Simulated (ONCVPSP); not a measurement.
Configuration tests for Si (Z = 14) (ONCV)

- Element: Si (Z = 14)
- Generator: ONCVPSP 4.0.1
- Type: optimised norm-conserving Vanderbilt (ONCV)
- Functional: PBEsol
- Relativity: scalar-relativistic
- Frozen core: [Ne]
- Valence charge: 4
- Reference configuration: 3s2 3p1 (charge +1)
- Partial waves: 3s: rc 1.70 bohr, ncon 4, nbas 7, qcut 4.4 1/bohr, 2 projectors, debl 1.5 Ha; 3p: rc 2.25 bohr, ncon 4, nbas 7, qcut 3.8 1/bohr, 2 projectors, debl 2.4 Ha; d scattering state at 0.07 Ha: rc 1.70 bohr, ncon 5, nbas 9, qcut 5.6 1/bohr, local
- Local potential: the d channel
- Core correction: polynomial model core, fcfact 0.3

Energies are relative to the spin-unpolarised reference configuration 3s2 3p1; without spin polarisation the order of configurations can differ from experiment.

| valence configuration | charge | ΔE all-electron (eV) | error AE − PS (meV) |
| --- | --- | --- | --- |
| 3s2 3p0 | +2 | 15.964 | +2.2 |
| 3s1 3p0 | +3 | 49.863 | +24 |
| 3s2 3p1.5 | +0.5 | -4.804 | +0.5 |

Q: What are ΔE and the potential's error for 3s2 3p2?

A: ΔE = -7.713 eV all-electron; the error (AE − PS) is +1.2 meV.

Note: no bound ghost flagged; GHOST(+) flagged for s at 120.9 eV.
